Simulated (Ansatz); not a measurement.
```json
{"atom": "H", "x (Å)": "0.0167", "y (Å)": "-0.0469", "z (Å)": "-1.3340"}
{"atom": "Be", "x (Å)": "0.0020", "y (Å)": "0.0104", "z (Å)": "-0.0489"}
{"atom": "H", "x (Å)": "-0.0145", "y (Å)": "0.0393", "z (Å)": "1.3664"}
```

Basis set: STO-3G (spherical functions). All electrons are correlated. Charge 0, multiplicity 1.

Computed with Ansatz (development build ahead of 0.2.0); each method stands on the lowest determinant of its kind that the runs found. Restricted open shells among the atoms or ions are ROHF, correlated in semicanonical orbitals with singles.

(1) Give the atomization energy at this shape (free ground-state atoms in the same class of orbitals less the molecule, no zero-point energy) of singlet BeH₂ by RHF-MP2, RHF.

## Answers

(1)

```
 method  atomization energy
RHF-MP2             7.35 eV
    RHF             7.36 eV
```

This basis has no polarisation functions and is too small for such energies, which can lie far from measured ones in either direction.
